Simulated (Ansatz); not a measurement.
Start from `C[SiH](F)N[SiH3]` and change one atom or group to get `C[SiH](F)N[SiH2]F`.

Ansatz, PBE0-D4/def2-TZVP geometries, multiplicity 1. Each molecule was computed in one conformer, which needn't be the lowest.

| property | `C[SiH](F)N[SiH3]` |
| --- | --- |
| HOMO energy (PBE/def2-TZVPP) / eV | -6.56 |
| LUMO energy (PBE0/def2-TZVPP) / eV | 0.22 |
| size of the dipole moment (PBE/def2-TZVPP) / D | 1.49 |
| LUMO energy (PBE/def2-TZVPP) / eV | -0.62 |
| HOMO–LUMO gap (PBE0/def2-TZVPP) / eV | 8.15 |
| HOMO energy (ωB97M-V/def2-TZVPP) / eV | -10.26 |

Problem. What does the change do to each property? (Estimate.)

Solution. Computed: 
| property | `C[SiH](F)N[SiH2]F` | shift |
| --- | --- | --- |
| HOMO energy (PBE/def2-TZVPP) / eV | -7.13 | -0.57 |
| LUMO energy (PBE0/def2-TZVPP) / eV | 0.46 | 0.24 |
| size of the dipole moment (PBE/def2-TZVPP) / D | 1.70 | 0.21 |
| LUMO energy (PBE/def2-TZVPP) / eV | -0.38 | 0.24 |
| HOMO–LUMO gap (PBE0/def2-TZVPP) / eV | 9.02 | 0.87 |
| HOMO energy (ωB97M-V/def2-TZVPP) / eV | -10.92 | -0.66 |

With PBE0 the HOMO falls by 0.63 eV and the LUMO rises by 0.24 eV, so the gap widens by about 0.87 eV. PBE moves the HOMO by -0.57 eV and ωB97M-V by -0.66 eV. Dipoles are sizes alone; their direction can turn.
